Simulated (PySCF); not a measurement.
Species: H8S2Si3.
Atom-mapped SMILES: `[SiH3:1][S:2][Si@@H:3]([SiH3:4])[SH:5]` (hydrogens: H6, H7, H8 on Si1; H9 on Si3; H10, H11, H12 on Si4; H13 on S5)

A GFN2-xTB structure with every atom displaced at random (by about 0.01 Å) was refined with PySCF, PBE0-D3(BJ)/def2-SVP geometry optimisation, gas phase. Values at the start:

```tsv
coordinate	start
Si1–S2	2.146 Å
Si1–H6	1.493 Å
Si1–H8	1.432 Å
S2–Si3	2.182 Å
Si3–Si4	2.299 Å
Si3–S5	2.151 Å
Si3–H9	1.490 Å
Si4–H10	1.499 Å
S5–H13	1.300 Å
Si1–S2–Si3	104.7°
S2–Si3–Si4	113.4°
S2–Si3–S5	103.5°
Si4–Si3–S5	112.3°
Si1–S2–Si3–Si4	69°
```

How do these coordinates change at the PBE0-D3(BJ)/def2-SVP level?

| coordinate | PBE0-D3(BJ)/def2-SVP (Å or °) | change |
| --- | --- | --- |
| Si1–H8 | 1.493 | +0.061 |
| S5–H13 | 1.352 | +0.052 |
| Si3–Si4 | 2.338 | +0.039 |
| S2–Si3 | 2.162 | -0.020 |
| Si3–S5 | 2.141 | -0.010 |
| Si3–H9 | 1.498 | +0.008 |
| Si1–S2 | 2.152 | +0.006 |
| Si4–H10 | 1.495 | -0.004 |
| Si1–H6 | 1.494 | +0.001 |
| Si1–S2–Si3 | 97.3 | -7.4 |
| S2–Si3–S5 | 110.1 | +6.6 |
| Si4–Si3–S5 | 107.1 | -5.2 |
| S2–Si3–Si4 | 108.3 | -5.1 |
| Si1–S2–Si3–Si4 | 94 | +25 |

The energy falls by 8.0 kcal/mol over 14 energy and gradient evaluations, the largest force component goes from 0.0283 to 3.0e-04 Eh/bohr, and the atoms move by 0.497 Å rms after alignment. The bond that changes most is Si1–H8 (SiH3 silicon to Si–H hydrogen), which lengthens by 0.061 Å. Bonds longer at the end by more than 0.005 Å: 8 of 12; shorter: 2. Among the dihedrals that turn most is S2–Si3–S5–H13, from 8° to 59°. Rotational constants go from 1863, 960.8, 681.7 to 1874, 944.6, 708.6 MHz.

The run used 130 basis functions and 91 SCF cycles in all.

No frequency check. The numbers are those of one conformer.
